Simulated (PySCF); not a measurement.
Compound: C₂H₆B₃FO₃.
Numbering: `[CH3:1][B:2]1[O:3][B:4]([CH3:5])[O:6][B:7]([F:8])[O:9]1` (hydrogens: H10, H11, H12 on C1; H13, H14, H15 on C5)

The closed-shell SCF was solved with PySCF and density fitting under several settings on one GFN2-xTB geometry (grid level 2 and gas phase unless stated).

```tsv
settings	basis functions	SCF cycles	E (Eh)	HOMO (eV)	LUMO (eV)	dipole (D)
PBE0/pcSseg-1	183	14	-479.7123	-9.52	-0.15	1.83
PBE0/def2-SVPD	240	14	-479.4278	-9.52	-0.19	1.91
PW91/def2-SVPD	240	14	-479.7785	-8.00	-1.31	1.82
```

Question: Estimate the row for these settings: HCTH407/pcSseg-1.

Answer: 
```json
{"settings": "HCTH407/pcSseg-1", "basis functions": "183", "SCF cycles": "14", "E (Eh)": "-480.1294", "HOMO (eV)": "-8.11", "LUMO (eV)": "-1.15", "dipole (D)": "1.72"}
```

Question: Over all rows, what range does the HOMO–LUMO gap span?

Answer: From 6.69 eV (PW91/def2-SVPD) to 9.37 eV (PBE0/pcSseg-1). The functional of the narrowest has no exact exchange, that of the widest 25 % exact exchange.

Question: And the dipole moment?

Answer: From 1.72 D (HCTH407/pcSseg-1) to 1.91 D (PBE0/def2-SVPD); the largest is 1.11 times the smallest, and the median is 1.83 D.

Question: Compare two rows with the functional PBE0: PBE0/pcSseg-1 and PBE0/def2-SVPD. Which energy is lower, and by how much?

Answer: PBE0/pcSseg-1 (183 functions) lies 0.2845 Eh or 179 kcal/mol below PBE0/def2-SVPD (240 functions). The smaller set gives the lower energy; the two sets aren't nested, so the variational bound doesn't order them by size.

Cycle counts include a coarse-grid stage where the run had one.
